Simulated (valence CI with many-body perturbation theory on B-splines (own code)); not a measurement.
**La⁵¹⁺: one-electron terms**

Computed by valence CI with perturbative core correlation (CI+MBPT): four valence electrons over a frozen Dirac-Fock core [He], radial functions for each j: 11 s, 11 p, 9 d, 7 f, 5 g, 2 h, 1 i, with the one-electron correlation potential Σ1, the two-electron term Σ2, the three-electron term Σ3, Breit, model QED; selected CI, second order for the rest (own B-spline code, finite nucleus).

The last digits are not significant, and no measured levels were compared; by estimate large intervals hold to a few tenths of a per cent, small ones and those within an open d or f shell to about a per cent. Among the levels kept, up to 270 cm⁻¹ of a level comes from second order outside the variational space, and about a tenth of that is noise between levels of different J, which matters for small intervals.

These are the spectroscopic orbitals of the CI (the correlating ones are not listed), shaped by the core and the other valence electrons. h is the expectation value of the core's Dirac-Fock operator, without the valence repulsion; Σ1 is computed up to l = 3 at one energy for each symmetry, that of its lowest orbital but kept below the first core excitation, so for empty shells it is not the orbital's own correlation shift; Breit and QED include the response of the core.

```csv
Orbital,h (hartree),Σ1 (cm⁻¹),Breit (cm⁻¹),QED (cm⁻¹),⟨r⟩ (bohr)
2s1/2,-405.87,-1404,52507,58712,0.1025
3s1/2,-177.24,-345,14540,16876,0.2382
4s1/2,-98.543,-135,5792,6897,0.4325
5s1/2,-62.581,-66.6,2898,3473,0.6839
2p1/2,-401.05,-3572,104856,-126,0.08551
3p1/2,-175.86,-800,28086,-189,0.2228
4p1/2,-97.975,-307,11220,-88.2,0.4184
5p1/2,-62.294,-151,5605,-46.4,0.6711
2p3/2,-383.45,-2640,39440,6096,0.09097
3p3/2,-170.65,-590,10712,1593,0.2305
4p3/2,-95.785,-227,4856,643,0.4285
5p3/2,-61.177,-112,2442,323,0.6837
3d3/2,-170.09,-275,1012,-181,0.1953
4d3/2,-95.549,-118,553,-54.1,0.3944
5d3/2,-61.057,-60.6,283,-23.3,0.6508
3d5/2,-168.55,-248,331,527,0.1979
4d5/2,-94.896,-105,180,242,0.3976
5d5/2,-60.723,-54.2,87.6,128,0.6547
4f5/2,-94.821,-22.5,5.9,-76.9,0.3425
5f5/2,-60.688,-12.7,4.8,-37.9,0.6002
4f7/2,-94.504,-21.6,1.7,67.9,0.3442
5f7/2,-60.525,-12.2,1.4,36.5,0.6022
5g7/2,-60.513,,0.0,-24.4,0.5261
5g9/2,-60.417,,0.0,19.6,0.5274
```

Among the shells of the start configuration 2s2 2p2, Σ1 is largest in size for 2p1/2, where it is 0.0041 % of h.

Lowest root of each symmetry, sizes in configuration state functions:

```
J  Parity  Roots  Reference  Variational  Second order  Change by selected CI (cm⁻¹)  Change by second order (cm⁻¹)
0    even     12         38        22305         36695                        -20190                              0
1    even     20         83        40000         65272                        -18333                            -27
2    even     22         93        39999        129270                        -20129                            -92
3    even     11         63        39996        147267                        -19590                            -56
4    even      5         31        39998        136623                        -15528                             -8
5    even      2         11        21935         86646                        -19655                            -12
0     odd      8         37        18310         29397                        -22744                             -1
1     odd     20         94        39999        124008                        -25117                            -16
2     odd     19        100        39994        143669                        -19300                            -59
3     odd      9         70        39993        139420                        -20004                            -64
4     odd      3         36        32878         93456                        -21901                             -9
```
